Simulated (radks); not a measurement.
Q: Coherent X-ray form factor from a spherical all-electron density. Method: Dirac Kohn-Sham, PBE, spin-unpolarised, spherical densities, point nucleus; computed with a radial shooting solver on a logarithmic mesh with Libxc functionals.

| sin(theta)/lambda (1/angstrom) | f0 (electrons) |
|---|---|
| 0.05 | 49.149 |
| 0.1 | 46.932 |
| 0.15 | 44.043 |
| 0.2 | 41.033 |
| 0.25 | 38.158 |
| 0.3 | 35.483 |
| 0.4 | 30.731 |
| 0.5 | 26.786 |
| 0.6 | 23.662 |
| 0.8 | 19.432 |
| 1 | 16.685 |
| 1.25 | 13.872 |
| 1.5 | 11.336 |
| 2 | 7.651 |

The species is in the configuration that NIST lists as its ground one. Which atom or ion scatters so?

A: The antimony ion Sb+, [Kr] 4d10 5s2 5p2. Extrapolating in s^2 from the first two rows gives f0(0) = 49.9, near the electron count 50; among species with that count, the fall with angle is slower the higher Z, and the table is that of Z = 51; from so few rows the species is fixed only to a neighbour or two.
